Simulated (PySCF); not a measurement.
s-indacene (C₁₂H₈), SMILES C1=Cc2cc3c(cc2=C1)C=CC=3.

Geometry optimised at PBE-D3(BJ)/def2-SVP.

Two levels are set side by side: PBE/def2-SVP (PySCF) and CAM-B3LYP/def2-SVP (PySCF). Same geometry, gas phase. Differences are taken from unrounded values.

```csv
quantity,CAM-B3LYP,PBE,PBE minus CAM-B3LYP
orbital gap (eV),4.17,1.00,-3.18
highest occupied level (eV),-6.62,-4.80,1.82
lowest empty level (eV),-2.44,-3.80,-1.36
mean polarisability (bohr³),161.8,156.5,-5.3
```

Without exact exchange PBE keeps part of each electron's self-repulsion, which lifts occupied levels and narrows the gap. Differences between two approximate levels are no errors against the true value.

Rough cost on one machine, each run with all the roots and properties that it gave: CAM-B3LYP against PBE within a factor of 2.
